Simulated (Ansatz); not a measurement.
BrHMg (SMILES [MgH][Br]) moved off its minimum; all values from Ansatz (a first-principles code), cores frozen in correlated methods.
(charge 0, multiplicity 1)
```xyz
3

Mg    -0.03515     0.02271    -1.64497
H      0.08139    -0.03692    -3.32862
Br     0.01323    -0.05017     0.69702
```

Forces at wB97M-V/def2-TZVPP (eV/Å):

```csv
atom,Fx,Fy,Fz
Mg1,0.091,-0.066,-0.076
H2,-0.056,0.039,0.124
Br3,-0.035,0.027,-0.048
```

Give the forces (eV/Å), the total energy and the dipole at CCSD(T)/def2-TZVPPD.


| atom | Fx | Fy | Fz |
|---|---|---|---|
| Mg1 | 0.076 | -0.055 | -0.120 |
| H2 | -0.045 | 0.034 | -0.028 |
| Br3 | -0.031 | 0.021 | 0.148 |
Energy -2772.9075 hartree, dipole 1.59 D.
